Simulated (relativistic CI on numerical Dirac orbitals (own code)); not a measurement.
# Ni⁴⁺ in a cubic cluster: L2,3 absorption with charge transfer

Computed with a charge-transfer multiplet model of a cubic metal-ligand cluster with up to 3 ligand holes, Slater and spin-orbit integrals from Dirac-Coulomb-Breit ions, Slater integrals scaled by 0.8. The parameters are those of a tetrahedral site (10Dq negative, t2 hopping the larger). The ground state mixes d6 with configurations of k ligand holes L, whose averages lie at kΔ + k(k − 1)U_dd/2; a core hole lowers each added d electron by U_cd. 300 K, Lorentzian 0.4 eV and Gaussian 0.3 eV FWHM.

Atomic integrals in eV (Slater integrals scaled, ζ unscaled), ground: F2dd 11.354, F4dd 7.124, zeta_d 0.099; with the core hole: F2dd 11.936, F4dd 7.492, zeta_d 0.124, zeta_core 11.400, F2cd 7.214, G1cd 5.576, G3cd 3.173.

Cluster parameters (eV): Δ = -1.7, U_dd = 6.6, 10Dq = -0.45, 10Dq(ligand) = 0, V(eg) = 0.85, V(t2g) = -1.44, final-state hopping factor = 0.8.

| Case | n_d | d6 | d7L | d8L2 | d9L3 | S |
| --- | --- | --- | --- | --- | --- | --- |
| U_cd = 5.8 eV | 6.68 | 0.39 | 0.55 | 0.06 | 0.00 | 1.99 |
| U_cd = 7 eV | 6.68 | 0.39 | 0.55 | 0.06 | 0.00 | 1.99 |
| U_cd = 7.6 eV | 6.68 | 0.39 | 0.55 | 0.06 | 0.00 | 1.99 |
| U_cd = 8.8 eV | 6.68 | 0.39 | 0.55 | 0.06 | 0.00 | 1.99 |
| U_cd = 9.4 eV | 6.68 | 0.39 | 0.55 | 0.06 | 0.00 | 1.99 |

Weights, n_d and S are thermal averages at 300 K. Photon energies count from the first peak over 30 % of the highest in each spectrum, which can be another peak from case to case. The parameters are a model scan and need not match a compound or its usual spin state. Peaks in eV (height, largest 100):
- U_cd = 5.8 eV: -2.4 (8), 0.0 (100), 1.7 (51), 3.9 (15), 16.1 (8), 17.9 (33), 18.3 (32), 21.0 (7)
- U_cd = 7 eV: -2.1 (10), 0.0 (100), 3.5 (18), 5.0 (12), 16.3 (8), 17.9 (36), 20.8 (10)
- U_cd = 7.6 eV: -2.0 (11), 0.0 (100), 3.6 (22), 16.3 (9), 17.9 (38), 20.7 (11)
- U_cd = 8.8 eV: 0.0 (100), 4.0 (26), 5.1 (24), 7.9 (7), 18.0 (42), 20.7 (11), 23.1 (6)
- U_cd = 9.4 eV: 0.0 (100), 0.5 (91), 4.0 (26), 4.8 (30), 7.5 (11), 18.0 (42), 20.5 (10), 22.4 (8), 23.1 (8)

For the case U_cd = 7.6 eV, Δ = -1.7 eV is smaller than U_dd = 6.6 eV, the charge-transfer side of the Zaanen-Sawatzky-Allen scheme (negative Δ: between configuration averages a ligand hole costs less than the nominal valence; multiplet and field energies can change this for the lowest states). With the core hole the configuration with one ligand hole lies at Δ + U_dd − U_cd = -0.9, -2.1, -2.7, -3.9, -4.5 eV from the one without, in the order of the table; where this is negative the screened configuration lies lower, though the effective hopping of about 1.9 eV (from the holes of the mixed ground state) mixes the two strongly wherever it is as large as the gap.
